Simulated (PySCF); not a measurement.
Problem. What does the GFN2-xTB structure of InChI=1S/C4H10OS2/c1-4(5-2)7-6-3/h4H,1-3H3/t4-/m0/s1 look like in three dimensions?

Solution. 
```xyz
17
C4H10OS2 angstrom
C     -2.2278    1.6808    0.3076
O     -1.5177    0.6095    0.8817
C     -0.9537   -0.2691   -0.0181
C     -0.4359   -1.4820    0.7263
S      0.4205    0.5367   -1.0107
S      1.8145    1.0369    0.3663
C      3.0080   -0.3435    0.2506
H     -3.0245    1.3153   -0.3510
H     -2.6586    2.2391    1.1354
H     -1.5607    2.3313   -0.2676
H     -1.6554   -0.5513   -0.8178
H      0.2318   -1.1555    1.5204
H      0.0895   -2.1470    0.0462
H     -1.2704   -2.0133    1.1784
H      3.9474    0.0334    0.6405
H      3.1192   -0.6225   -0.7916
H      2.6668   -1.1869    0.8428
```

Any rigid rotation of these coordinates is as good. Atoms count from 1 in this order. S6 (disulfide sulfur) is bent (angle 102.7°). Of the pairs four or more bonds apart, S5···H10 is among the closest relative to their van der Waals radii: 2.77 Å, 92 % of the sum of Bondi's values. O2 (ether oxygen) is bent (angle 115.2°). The C–O distances run from 1.378 Å (O2–C3, drawn single) to 1.408 Å (C1–O2, drawn single), a spread of 0.030 Å.

Bonds between heavy atoms (Å): C1–O2 1.408, O2–C3 1.378, C3–C4 1.514, C3–S5 1.877, S5–S6 2.022, S6–C7 1.828.

Structure optimised with GFN2-xTB, isolated species.

Point group: C1 (no symmetry element, even within 0.4 Å). Whether it is a minimum is left open (no frequencies). The numbers are those of one conformer (C1–O2–C3–C4 -170°, O2–C3–S5–S6 63°, C3–S5–S6–C7 98°).

The numbers are calculated, not measured.
